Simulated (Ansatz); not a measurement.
Si3O3⁻. The state is a doublet with charge -1. Geometry r2SCAN-D4/def2-SVPD.

```xyz
6

Si    0.844   -0.675   -0.346
Si   -0.943    1.686   -0.052
Si   -0.874   -1.149    1.227
O     0.398    0.945   -0.757
O     2.100   -1.296   -1.041
O    -1.525    0.488    0.969
```

The structure comes from a short search, and lower isomers may exist.

Question: Estimate the α-spin orbital energies around the gap (eV) in Ansatz with PBE-D4/def2-SVPD, PBE-D4/def2-TZVPD, r2SCAN-D4/def2-TZVPD, PBE0-D4/def2-TZVPD, ωB97X-V/def2-TZVPD.

Answer: 
```csv
orbital,PBE-D4/def2-SVPD,PBE-D4/def2-TZVPD,r2SCAN-D4/def2-TZVPD,PBE0-D4/def2-TZVPD,ωB97X-V/def2-TZVPD
HOMO−5,-3.78,-3.74,-4.10,-5.28,-7.76
HOMO−4,-2.76,-2.75,-3.02,-4.13,-6.64
HOMO−3,-2.75,-2.70,-3.01,-4.08,-6.58
HOMO−2,-2.00,-1.99,-2.25,-3.25,-5.58
HOMO−1,-1.25,-1.25,-1.42,-2.25,-4.35
HOMO,-0.06,-0.08,-0.35,-0.92,-2.76
LUMO,1.54,1.43,1.47,2.14,4.04
LUMO+1,2.70,2.52,2.87,3.15,4.51
LUMO+2,2.97,2.72,3.04,3.39,4.70
LUMO+3,2.99,2.92,3.05,3.63,5.01
LUMO+4,3.86,3.32,3.94,3.75,5.32
LUMO+5,4.02,3.42,4.24,3.93,5.53
β HOMO,-1.06,-1.06,-1.21,-2.02,-4.14
β LUMO,0.84,0.82,1.04,1.65,3.47
```
